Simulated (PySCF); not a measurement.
TaF4, SMILES [F][Ta]([F])([F])[F] (connectivity only; charge and spin as stated), neutral, multiplicity 2.

The structure is a stationary point at B3LYP-D3(BJ)/def2-SVP. The spin state was assumed, not searched. The isomer is the one that the SMILES or the coordinates give; other isomers of the formula were not compared. The def2 effective core potentials stand for the cores of Ta; spin–orbit coupling is left out.

Method: B3LYP/def2-TZVP in PySCF.

Gas-phase values at a fixed geometry.

```yaml
total_energy: -456.85429 hartree
point_group: D2d
"α spin, highest occupied and lowest empty level": -6.52 and -2.31 eV
"β spin, highest occupied and lowest empty level": -11.93 and -3.29 eV
dipole_moment: 0.00 D
quadrupole, principal values (traceless, Buckingham form, about the centre of nuclear charge): -3.08, -3.08, 6.15 D·Å
mean_static_polarisability: 37.8 bohr³ (5.60 Å³)
polarisability_principal_values: 36.8, 36.8, 39.8 bohr³
"⟨S²⟩": 0.751 (pure state 0.75)
```
